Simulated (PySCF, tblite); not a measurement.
Species: C₃H₇FO₂Si₂.
Geometry (GFN2-xTB, Å), atoms numbered from 1 in this order:
```xyz
15
C3H7FO2Si2 angstrom
F     -2.8257    0.6427    1.2919
C     -1.7405    0.5409    0.5045
C     -0.6644    1.2981    0.6615
C      0.4413    0.9842   -0.3090
O      1.5673    0.5523    0.3518
Si     1.9385   -0.9541    0.8488
O     -0.0047    0.0358   -1.2365
Si    -1.4720   -0.6352   -0.9535
H     -0.4946    2.0477    1.4150
H      0.7313    1.8843   -0.8769
H      3.1956   -0.6257    1.5027
H      2.0856   -1.8790   -0.2749
H      0.9239   -1.4854    1.7672
H     -2.3188   -0.3657   -2.1069
H     -1.3671   -2.0327   -0.5500
```

The calculation used wB97X-D/def2-SVPD in PySCF (dipole) on a GFN2-xTB geometry, gas phase.

Take the most abundant isotopes and a rigid rotor. The values belong to one conformer with, in the numbering `[F:1][C:2]1=[CH:3][C@@H:4]([O:5][SiH3:6])[O:7][SiH2:8]1`, C3–C4–O5–Si6 85°.

Q: What are A, B and C (MHz)?

A: Ia = 213.01, Ib = 505.48, Ic = 565.71 u·Å²; 505379 MHz·u·Å²/I gives A = 2373, B = 999.8, C = 893.4 MHz.

Q: Classify the top.

A: An asymmetric top; Ray's κ = -0.856.

Q: Is it planar, by Δ = Ic − Ia − Ib?

A: Not planar: Δ = Ic − Ia − Ib = -152.78 u·Å². For a rigid frame Δ = −2 Σ m c², so Σ m c² = 76.39 u·Å² lies off the ab plane: 14.04 from hydrogen and 62.35 from heavier atoms. The atom farthest from that plane is 2.23 Å away.

Q: Where do the levels up to J = 5 lie, in cm⁻¹?

A: Above 0(0,0):
J = 1: 1(0,1) 0.0631, 1(1,1) 0.1089, 1(1,0) 0.1125
J = 2: 2(0,2) 0.1892, 2(1,2) 0.2317, 2(1,1) 0.2423, 2(2,1) 0.3797, 2(2,0) 0.3799
J = 3: 3(0,3) 0.3779, 3(1,3) 0.4157, 3(1,2) 0.4370, 3(2,2) 0.5692, 3(2,1) 0.5701, 3(3,1) 0.8071, 3(3,0) 0.8071
J = 4: 4(0,4) 0.6286, 4(1,4) 0.6608, 4(1,3) 0.6963, 4(2,3) 0.8216, 4(2,2) 0.8245, 4(3,2) 1.0601, 4(3,1) 1.0601, 4(4,1) 1.3927, 4(4,0) 1.3927
J = 5: 5(0,5) 0.9405, 5(1,5) 0.9669, 5(1,4) 1.0199, 5(2,4) 1.1369, 5(2,3) 1.1436, 5(3,3) 1.3764, 5(3,2) 1.3766, 5(4,2) 1.7089, 5(4,1) 1.7089, 5(5,1) 2.1366, 5(5,0) 2.1366

Q: Predict some low-J microwave lines.

A: The dipole components are |μa| = 0.35 D, |μb| = 0.52 D, |μc| = 0.17 D. Intensities carry the squares of the components, which stand as 0.45 : 1.00 : 0.11 (a : b : c). Some lines, for components of 0.1 D or more:

```tsv
type	branch	J(Ka,Kc)	MHz	lower level (cm⁻¹)
c	Q	4(1,4) ← 4(0,4)	967	0.629
c	Q	2(1,2) ← 2(0,2)	1272	0.189
b	Q	3(1,2) ← 3(0,3)	1771	0.378
a	R	1(0,1) ← 0(0,0)	1893	0.000
b	Q	4(1,3) ← 4(0,4)	2030	0.629
b	R	2(0,2) ← 1(1,1)	2408	0.109
a	R	3(2,1) ← 2(2,0)	5703	0.380
c	R	3(1,2) ← 2(0,2)	7427	0.189
b	R	2(2,0) ← 1(1,1)	8123	0.109
c	Q	4(4,1) ← 4(3,1)	9970	1.060
b	Q	4(4,0) ← 4(3,1)	9970	1.060
b	R	4(3,2) ← 3(2,1)	14688	0.570
b	R	4(3,1) ← 3(2,2)	14719	0.569
```

Its GFN2-xTB frequencies are all real (lowest 33 cm⁻¹). No vibrational averaging or centrifugal distortion is included, and the geometry carries the error of its method. A rigid rotor knows nothing of internal rotation, which can split or shift real lines.

Hardware: one thread of an Arm Neoverse V1, shared host with 32 logical CPUs at a one-minute load of 24. Cost: 69 s, 1.0 GiB resident at most. This is the wB97X-D/def2-SVPD job that gave the dipole, with the excitations it also computed.
